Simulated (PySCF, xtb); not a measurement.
GaH₃O₃, SMILES [OH][Ga]([OH])[OH].

GFN2-xTB run with xtb at its own geometry gives an orbital gap of 5.11 eV and a dipole moment of 0.00 D.

The structure is a stationary point at B3LYP-D3(BJ)/def2-SVP. Other conformers were not sampled.

Q: What does ωB97X/def2-TZVP in PySCF give? (Estimate from the structure and the level; the computed values follow.)

A: gap 12.57 eV (levels -11.51 and 1.06 eV), dipole 0.00 D.
